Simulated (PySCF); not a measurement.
Bond length, frequency and bond energy of CdO by level of theory

State: ³Π (triplet), unpaired electrons σ ↑, π ↑. Set-up: Cd cc-pVDZ-PP with ECP28, O cc-pVDZ; scalar-relativistic core potentials (PySCF 2.14). De refers to Cd + O in their high-spin ground configurations, without counterpoise correction. The functionals are run spin-unrestricted. A positive dipole means Cd(−)O(+). Levels whose curve was spin-contaminated or gave no clean fit are not listed.

```csv
Level,Re (Å),ωe (cm⁻¹),De (eV),μ (D)
UHF-CCSD,2.094,402,0.341,n/a
UHF-CCSD(T),2.094,414,0.390,n/a
PBE,2.111,396,1.17,-1.87
revPBE,2.133,378,1.01,-1.92
BP86,2.108,399,1.12,-1.85
r²SCAN,2.079,438,1.17,-2.06
B3LYP,2.121,383,0.84,-2.07
PBE0,2.092,415,0.89,-2.23
```

(1) Which functional lies closest to UHF-CCSD(T) in De, which farthest, and by how much do they differ from it?

(2) What does a quarter of exact exchange do here, going from PBE to PBE0?

(3) What does the step from GGA to meta-GGA do here, going from PBE to r²SCAN?

Correlated steps freeze 1 core orbital. Correlated levels converge slowly with the basis: in double zeta they bind strong bonds too weakly, by up to about 1 eV, and carry superposition errors of some tenths. Spin–orbit coupling is left out. The state was picked by a PBE0 search and need not be the measured ground state.

The whole job (state search and all levels along the bond) took about 3.5 min on 1 thread of Oxide Virtual Turin-like (shared host), peak memory 0.74 GiB.

## Answers

(1) Closest is B3LYP (+2.7 pm in Re, -7.5 % in ωe, +0.45 eV in De against UHF-CCSD(T) in the same basis), farthest PBE (+1.7 pm in Re, -4.3 % in ωe, +0.78 eV in De). CCSD(T) converges more slowly with the basis than the functionals do and binds too weakly in this one, so the order can change at the basis-set limit.

(2) PBE0 less PBE: -1.9 pm in Re, +4.8 % in ωe, -0.28 eV in De. Exact exchange removes part of the self-interaction that spreads semilocal densities, and in most molecules shortens and stiffens the bond and lowers De; so it does here.

(3) r²SCAN less PBE: -3.2 pm in Re, +10.6 % in ωe, +0.00 eV in De.
